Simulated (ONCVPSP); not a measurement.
## Cu, ONCV: configuration errors across variants

copper (Cu), optimised norm-conserving Vanderbilt (ONCV), made with ONCVPSP 4.0.1 (LDA (Perdew-Wang 92), fully relativistic). Core [Ne], reference 3s2 3p6 3d10 4s1. Waves: 3s+4s: rc 1.40 bohr, ncon 4, nbas 7, qcut 9.7 1/bohr, 3 projectors, debl 1.6 Ha; 3p: rc 1.20 bohr, ncon 3, nbas 8, qcut 11 1/bohr, 3 projectors, debl 0.6 Ha; 3d: rc 1.15 bohr, ncon 3, nbas 7, qcut 16.2 1/bohr, 3 projectors, debl 3.6 Ha. Local part: polynomial inside 1.00 bohr (lpopt 3, dvloc0 2 Ha). Core correction: Teter function fitted to the true core (icmod 2), fcfact 0.6.

Open shells are filled in proportion to 2j + 1.

In the p channel the program set the typed energies aside and used -2.615, 0.250, 0.850 Ha (j = l + 1/2; the other j can differ).

All-electron excitation energies from the reference (eV): (1) 3s2 3p6 3d10 4s0 8.430; (2) 3s2 3p6 3d9 4s0 30.120; (3) 3s2 3p6 3d9 4s1 11.905.

Errors AE − PS in meV (a dash: test not solved or not reliable):

| change | (1) | (2) | (3) | bound ghosts | GHOST(+) flags above zero |
| --- | --- | --- | --- | --- | --- |
| base | +2.9 | +1.7 | +3.1 | none | none |
| local potential polynomial inside 1.00 bohr (lpopt 3, dvloc0 -2.5 Ha) | +2.9 | +1.3 | +2.8 | none | none |
| local potential polynomial inside 1.00 bohr (lpopt 3, dvloc0 1.5 Ha) | +2.9 | +1.6 | +3.1 | none | none |
| local potential polynomial inside 1.00 bohr (lpopt 3, dvloc0 3.5 Ha) | +2.9 | +1.7 | +3.1 | none | none |
| local potential polynomial inside 1.00 bohr (lpopt 3, dvloc0 5.5 Ha) | +2.9 | +1.7 | +3.1 | none | none |
| local potential polynomial inside 1.00 bohr (lpopt 3, dvloc0 7 Ha) | +2.9 | +1.7 | +3.2 | none | none |
| local potential polynomial inside 1.00 bohr (lpopt 3, dvloc0 9.5 Ha) | +3.0 | +1.7 | +3.2 | none | none |

**Question.** Give the same row for: local potential polynomial inside 1.00 bohr (lpopt 3, dvloc0 0.5 Ha).

**Answer.** +2.9, +1.6, +3.0; bound ghosts: none; GHOST(+) flags above zero: none.
